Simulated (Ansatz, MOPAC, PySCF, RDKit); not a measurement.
Dimer: H2O (SMILES O) (first 3 atoms) with PH3 (SMILES P); geometry from B3LYP-D3(BJ)/def2-TZVP, rigid monomers moved along the line of their centres of mass till H2···P4 is 3.62 Å.
(charge 0, multiplicity 1):
```xyz
7

O      0.26316    -0.07788    -0.54252
H      0.12421     0.00006     0.41182
H      1.14487     0.27479    -0.69841
P     -0.69063     0.19741     3.92913
H     -0.05492    -0.51967     4.97157
H     -0.81811     1.39271     4.67749
H     -1.98814    -0.27171     4.24548
```

Monomers are frozen at their geometry in the pair; levels with a basis set take the counterpoise correction. Rows marked so take none.

Cores are frozen in the correlated methods. CBS: X⁻³ extrapolation of the correlation energy, Hartree–Fock from the larger set. Rows in 3-21G, 6-31G* carry no dispersion term and start afresh at each structure (6-31G* with six Cartesian d functions). The state that PM7 reach isn't checked; PM7 holds dispersion and hydrogen-bond terms.

The values were computed with Ansatz (an electronic-structure program); MOPAC for PM7 (differences of heats of formation); PySCF for 3-21G rows, 6-31G* rows, the dispersion terms; RDKit for the force fields. Each number belongs to the level named beside it.

| level | interaction energy (kcal/mol) |
|---|---|
| MMFF94 | -0.73 |
| PM7 | -0.81 |
| PBE-D3(BJ)/def2-TZVPPD | -1.46 |
| BP86/6-31G* (no counterpoise) | -1.21 |
| B3LYP/3-21G (no counterpoise) | -1.81 |
| B3LYP/def2-TZVPPD | ? |
| SCS-MP2/aug-cc-pV(T+d)Z | -1.16 |
| CCSD/aug-cc-pV(D+d)Z | -1.14 |
| CCSD(T)/CBS(aug-cc-pV(D+d)Z, aug-cc-pV(T+d)Z) | -1.25 |

Q: Complete the blanks.

A: 
- B3LYP/def2-TZVPPD, interaction energy (kcal/mol): -0.96
